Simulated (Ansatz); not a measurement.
Ideal-gas functions of CH3ClO2Si, SMILES `O[Si]1(Cl)CO1` at 500 K and 1 bar, from an Ansatz frequency run at PBE0-D4/def2-TZVP.

Molar mass 110.57 g/mol, point group C1 (symmetry number 1), electronic degeneracy 1, moments of inertia 101.41, 188.346, 253.598 u Å². Harmonic wavenumbers (cm⁻¹, unscaled): 184, 217, 252, 287, 336, 515, 690, 752, 780, 827, 946, 1083, 1090, 1153, 1464, 3106, 3186, 3902.

Use S(trans) = R[1.5 ln M + 2.5 ln T − 1.1517]; rotational temperatures θ = 24.2544 K / I; S(rot) = R[ln(√π/σ · √(T³/θAθBθC)) + 1.5]; for each mode x = 1.438777 ν̃/T, S = R[x/(eˣ − 1) − ln(1 − e⁻ˣ)] and H = RT x/(eˣ − 1); 1 cm⁻¹ = 0.0119627 kJ/mol; R = 8.31446 J/(mol·K).

Question: By hand: the entropy, in J/(mol·K).

Answer: Translation 178.3. Rotation: θ = 0.2392, 0.1288, 0.0956 K, giving 119.0. Vibration, mode by mode: 13.70, 12.36, 11.17, 10.14, 8.91, 5.77, 3.86, 3.35, 3.14, 2.83, 2.16, 1.58, 1.55, 1.34, 0.65, 0.01, 0.01, 0.00, in all 82.5. Electronic 0.0. Sum 379.8 J/(mol·K).

Question: By hand: H − E and G − E in kJ/mol, counted from the electronic energy.

Answer: Zero-point energy ½ × 20770 × 0.0119627 = 124.2; thermal vibration 23.3; translation, rotation and pV give 4 RT = 16.6. H − E = 164.1 kJ/mol, and G − E = 164.1 − 500 × 379.8/1000 = -25.8 kJ/mol.

Vibration gives 22 % of the entropy. The sum counts one conformer and one mirror image; others add a mixing term.
